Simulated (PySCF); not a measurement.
System: sum formula H5SiO4, charge 1, multiplicity 1. It need not be the lowest isomer of its formula. SMILES: O[Si](O)(O)[OH2+]
Structure (B3LYP-D3(BJ)/def2-TZVP (Ansatz) minimum search):
```xyz
10

O      0.3402    -0.2499     1.6031
Si     0.1904    -0.0535     0.0304
O      0.1041    -1.3262    -0.9296
O      0.9533     1.2356    -0.5124
O     -1.5580     0.3943    -0.1820
H      0.1878    -1.0707     2.0830
H      0.7924    -1.6168    -1.5364
H      1.6205     1.7207    -0.0153
H     -1.9436     1.2121     0.1730
H     -2.0397     0.0732    -0.9633
```
Charge +1, spin multiplicity 1.

Dispersion corrections to the total energy (kcal/mol) from the dftd3 and dftd4 libraries through PySCF: D3(BJ) without and D4 with the three-body term, each with the damping fitted for the functional named.

```tsv
functional	D3(BJ)	D4
LC-wPBE	…	-4.39
B3LYP	-7.05	…
PBE0	…	-3.30
HSE06	-2.63	-3.05
BHLYP	-5.58	-4.66
PW6B95	-2.03	-3.59
CAM-B3LYP	-3.14	-3.30
```

Problem. Fill in the missing entries.

Solution. 
- LC-wPBE, D3(BJ): -3.79
- B3LYP, D4: -6.39
- PBE0, D3(BJ): -3.49
